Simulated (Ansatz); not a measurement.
Kohn–Sham single points on ClH5OSSi2, SMILES `[SiH3]O[SiH](S)Cl`.

```yaml
crystal:
  periodic: [false, false, false]
  atoms:
    - {symbol: Si, position_ang: [-1.677262, 0.350599, -0.357840]}
    - {symbol: O, position_ang: [-0.236468, 0.723215, 0.342240]}
    - {symbol: Si, position_ang: [1.324167, 0.315000, 0.449326]}
    - {symbol: S, position_ang: [1.627721, -1.637344, 1.220026]}
    - {symbol: Cl, position_ang: [2.144807, 0.459274, -1.425708]}
    - {symbol: H, position_ang: [-1.829289, 1.121958, -1.615154]}
    - {symbol: H, position_ang: [-2.753312, 0.711801, 0.593945]}
    - {symbol: H, position_ang: [-1.731851, -1.103937, -0.657028]}
    - {symbol: H, position_ang: [2.003961, 1.252407, 1.358081]}
    - {symbol: H, position_ang: [1.210527, -2.244174, 0.095114]}
basis:
  gaussian: {orbitals: def2-TZVPP}
hamiltonian: {xc: pbe, dispersion: d4}
output: {forces: true, orbitals: {seedname: orbitals}}
```

```sh
$ ansatz run in.yaml --threads 4 --pin off --events-out ev --progress --plain --max-ram 10444MiB
```

It prints (some lines left out):

```
Functional definition: PBE
1600 factors; their error is unknown
mean field evaluation 1: about -41221.0849 eV, gradient 6.5e1 eV
mean field evaluation 2: about -41183.2034 eV, gradient 1.5e2 eV
mean field evaluation 4: about -41228.1151 eV, gradient 8.6e0 eV
mean field evaluation 8: about -41228.2675 eV, gradient 2.1e-1 eV
mean field evaluation 16: about -41228.2248 eV, gradient 1.4e-4 eV
mean field -41228.22480311 eV, -1515.1093160198 hartree, gradient 2.8e-5 eV, S^2 0.000000; 0 other end points of the search recorded, 0 dependent functions left out
reference -41228.22485043 eV, -1515.1093177588 hartree; 37, 37 occupied and 232, 232 virtual orbitals, 1600 factors
Total energy: -41228.54035044 eV, -1515.1209121703 hartree
Atom 0 at    -1.677262     0.350599    -0.357840 Å, force    -0.267457    -0.086218    -0.145221 eV/Å
Atom 1 at    -0.236468     0.723215     0.342240 Å, force    -0.133697     0.296043     0.205549 eV/Å
Atom 2 at     1.324167     0.315000     0.449326 Å, force     0.311140    -0.087497     0.051959 eV/Å
Atom 3 at     1.627721    -1.637344     1.220026 Å, force     0.126192    -0.128764     0.340897 eV/Å
Atom 4 at     2.144807     0.459274    -1.425708 Å, force     0.136253     0.038206    -0.287025 eV/Å
Atom 5 at    -1.829289     1.121958    -1.615154 Å, force    -0.025473     0.080244    -0.138839 eV/Å
Atom 6 at    -2.753312     0.711801     0.593945 Å, force    -0.120521     0.038635     0.102036 eV/Å
Atom 7 at    -1.731851    -1.103937    -0.657028 Å, force    -0.021126    -0.156177    -0.037058 eV/Å
Atom 8 at     2.003961     1.252407     1.358081 Å, force     0.073619     0.109261     0.122045 eV/Å
Atom 9 at     1.210527    -2.244174     0.095114 Å, force    -0.078929    -0.103733    -0.214343 eV/Å
Dipole moment:    -0.205154    -0.057067    -0.017469 e Å
```

Hardware: 4 threads of an Arm Neoverse V1 on a shared host. Wall time 3.7 s, peak host memory 0.43 GiB.

The same input with `hamiltonian: {xc: {name: B3LYP}, dispersion: d4}` (abridged; 7.5 s):

```
Functional definition: B3LYP
mean field evaluation 16: about -41250.7821 eV, gradient 6.0e-5 eV
mean field -41250.78210584 eV, -1515.9382816053 hartree, gradient 6.0e-5 eV, S^2 0.000000
Total energy: -41251.29595014 eV, -1515.9571650349 hartree
Atom 0 force    -0.204216    -0.023150    -0.078651 eV/Å
Atom 1 force    -0.030282     0.028782     0.023762 eV/Å
Atom 2 force     0.105826     0.202346     0.224389 eV/Å
Atom 3 force     0.005962    -0.163043     0.043148 eV/Å
Atom 4 force     0.091142     0.028709    -0.214484 eV/Å
Atom 5 force     0.005278    -0.056333     0.081826 eV/Å
Atom 6 force     0.063994    -0.027741    -0.066016 eV/Å
Atom 7 force     0.001911     0.099173     0.017429 eV/Å
Atom 8 force    -0.046610    -0.061972    -0.055865 eV/Å
Atom 9 force     0.006994    -0.026772     0.024462 eV/Å
Dipole moment:    -0.211540    -0.054700    -0.011622 e Å
```

B3LYP takes the VWN-RPA correlation (the form of Gaussian; ORCA's B3LYP/G).
